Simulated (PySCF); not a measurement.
From one molecule to another.

First species: C4H11N3OSi.
SMILES with atom numbers: `[CH3:1][NH:2][CH2:3][Si@@:4]([NH2:5])([C:6]#[N:7])[O:8][CH3:9]` (hydrogens: H10, H11, H12 on C1; H13 on N2; H14, H15 on C3; H16, H17 on N5; H18, H19, H20 on C9)

Second species: C6H8O2Si.
Cartesian coordinates in Å at the GFN2-xTB level; atoms count from 1:
```xyz
17
C6H8O2Si angstrom
C      2.645   -0.025   -0.625
C      1.309   -0.690   -0.294
Si     0.210    0.374    0.828
C     -0.928    1.749    0.018
O     -0.811    2.795   -0.566
C     -2.139    0.961    0.332
C     -1.647   -0.130    0.952
C     -2.330   -1.288    1.490
O     -2.050   -2.436    1.251
H      3.212    0.174    0.281
H      2.487    0.918   -1.141
H      3.242   -0.671   -1.265
H      0.781   -0.913   -1.225
H      1.497   -1.649    0.192
H      0.814    0.681    2.126
H     -3.160    1.199    0.075
H     -3.138   -1.036    2.211
```

Levels: PBE0/pcSseg-1 for dipole moment, HOMO energy, LUMO energy and HOMO–LUMO gap; GFN2-xTB for rotational constant A and rotational constant C. Geometries: GFN2-xTB. All species are isolated and taken at one optimised geometry, non-relativistic unless stated. Electronic properties by PySCF.

Dipoles, sizes and rotational constants follow the conformer. The torsions of the flexible species, by atom-mapped SMILES:
- `[CH3:1][NH:2][CH2:3][Si@@:4]([NH2:5])([C:6]#[N:7])[O:8][CH3:9]`: C1–N2–C3–Si4 -178°, N2–C3–Si4–N5 -42°, C3–Si4–O8–C9 -68°, H–N5–Si4–C3 -130°, H–N5–Si4–C3 15°
- `[CH3:1][CH2:2][Si@H:3]1[C:4](=[O:5])[CH:6]=[C:7]1[CH:8]=[O:9]`: C1–C2–Si3–C4 85°, C6–C7–C8–O9 129°

| property | column X | column Y |
| --- | --- | --- |
| dipole moment | 1.15 D | 3.92 D |
| HOMO energy | -6.95 eV | -6.77 eV |
| LUMO energy | -2.59 eV | -0.29 eV |
| HOMO–LUMO gap | 4.36 eV | 6.48 eV |
| rotational constant A | 1.608 GHz | 1.655 GHz |
| rotational constant C | 0.702 GHz | 0.765 GHz |

Problem. Which column belongs to which species?

Solution. Column X is the second species and column Y the first. The first has 20 atoms and 78 electrons, the second 17 and 74.

Problem. How does each property change from the first species to the second?

Solution. dipole moment -2.77 D; HOMO energy -0.18 eV; LUMO energy -2.30 eV; HOMO–LUMO gap -2.12 eV; rotational constant A -0.047 GHz; rotational constant C -0.063 GHz.

On the first: A dipole of 3.92 D is allowed in C1, and pure rotational transitions are dipole-allowed. In atomic units the dipole is 1.54 e·bohr (1 au = 2.5417 D).

On the second: The dipole matches unit charges of opposite sign 0.24 Å apart (1 e·Å = 4.8032 D). A dipole of 1.15 D is allowed in C1, and pure rotational transitions are dipole-allowed.
